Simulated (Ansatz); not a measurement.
All values below come from Ansatz (a quantum-chemistry and plane-wave program) with frozen-core CCSD(T)/cc-pVTZ // PBE0-D3(BJ)/def2-TZVP.

Ansatz 0.2 input:
```yaml
crystal:
  periodic: [false, false, false]
  atoms:
    - { symbol: C, position_ang: [2.106999, -0.189617, 0.518134] }
    - { symbol: C, position_ang: [0.780544, 0.535923, 0.312998] }
    - { symbol: Si, position_ang: [-0.62904, -0.597466, -0.188619] }
    - { symbol: C, position_ang: [-2.228777, 0.345447, -0.425898] }
    - { symbol: H, position_ang: [2.027487, -0.949469, 1.299909] }
    - { symbol: H, position_ang: [2.42777, -0.696984, -0.395406] }
    - { symbol: H, position_ang: [2.904709, 0.49872, 0.808997] }
    - { symbol: H, position_ang: [0.885169, 1.310546, -0.455193] }
    - { symbol: H, position_ang: [0.487275, 1.059568, 1.23] }
    - { symbol: H, position_ang: [-0.265219, -1.299864, -1.454196] }
    - { symbol: H, position_ang: [-0.811445, -1.644418, 0.859253] }
    - { symbol: H, position_ang: [-2.121708, 1.10339, -1.205754] }
    - { symbol: H, position_ang: [-2.523873, 0.849708, 0.497549] }
    - { symbol: H, position_ang: [-3.03989, -0.325484, -0.717335] }
basis:
  gaussian: { orbitals: cc-pVTZ }
correlation:
  method: ccsd_t
```

Output:

```
Functional definition: HF
1458 factors; integrals over basis functions are off by at most 9.6e-4 eV
mean field evaluation 1: about -11110.2152 eV, gradient 3.5e1 eV
mean field evaluation 2: about -11110.4034 eV, gradient 3.5e1 eV
mean field evaluation 4: about -11113.8213 eV, gradient 3.4e0 eV
mean field evaluation 8: about -11113.8683 eV, gradient 1.8e-1 eV
mean field evaluation 16: about -11113.1132 eV, gradient 1.4e1 eV
mean field -11113.86841387 eV, -408.4271309592 hartree, gradient 9.0e-7 eV, S^2 0.000000; 0 other end points of the search recorded, 0 dependent functions left out
8 core orbitals not correlated
reference -11113.86841387 eV, -408.4271309592 hartree; 13, 13 occupied and 243, 243 virtual orbitals, 1458 factors
second order -18.19672074 eV of doubles, -0.00000000 eV of singles
cycle   1  -19.24334613 eV  change    -1.0e0 eV  update   8.3e-2
cycle   2  -19.73599382 eV  change   -4.9e-1 eV  update   2.4e-2
cycle   3  -19.78975419 eV  change   -5.4e-2 eV  update   8.1e-3
cycle   4  -19.78741827 eV  change    2.3e-3 eV  update   2.1e-3
cycle   5  -19.78732923 eV  change    8.9e-5 eV  update   6.8e-4
cycle   6  -19.78723881 eV  change    9.0e-5 eV  update   2.1e-4
cycle   7  -19.78721205 eV  change    2.7e-5 eV  update   6.1e-5
cycle   8  -19.78721930 eV  change   -7.2e-6 eV  update   2.1e-5
perturbative correction -0.72416061 eV, -0.0266124115 hartree
Total energy: -11134.37979378 eV, -409.1809102676 hartree
```

Cost: around 13 core-minutes (rough).
